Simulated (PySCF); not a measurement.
Sb(OH)2(OMe) (CH₅O₃Sb), SMILES [OH][Sb]([O]C)[OH]. Atoms are numbered in the order given.

```xyz
10

Sb    -0.0928     0.1707     0.5789
O      0.0069     1.7181    -0.6592
H     -0.5460     1.5210    -1.4338
O     -1.7174    -0.4584    -0.4189
H     -1.9028    -1.4001    -0.2902
O      1.1942    -1.0625    -0.3128
C      1.2490    -1.1453    -1.7222
H      1.6287    -0.2109    -2.1758
H      1.9328    -1.9655    -1.9971
H      0.2576    -1.3574    -2.1651
```
Charge 0, spin multiplicity 1.

Geometry optimised at B3LYP-D3(BJ)/def2-SVP. The structure was generated by enumeration; whether it is a known compound was not checked. The def2 effective core potentials stand for the cores of Sb; spin–orbit coupling is left out. One conformer was computed; it need not be the lowest.

Calculation: C-PCM-B3LYP/def2-SVP (PySCF 2.14.0).

The values are the electrostatic part of the solvation free energy, E(continuum) − E(gas) at the gas-phase geometry, in a cavity of scaled van der Waals radii (PySCF's table); cavitation and dispersion terms are not included. A continuum can't describe solvent molecules that bind to the metal. In vacuum the orbital gap is 6.38 eV. The dipole moment in vacuum is 1.78 D.

```tsv
solvent	ε	ΔG(elec) (kcal/mol)	dipole (D)	gap (eV)
water	78.36	-8.7	2.30	6.59
n-hexane	1.88	-3.9	1.99	6.47
1-octanol	9.86	-7.8	2.24	6.57
```
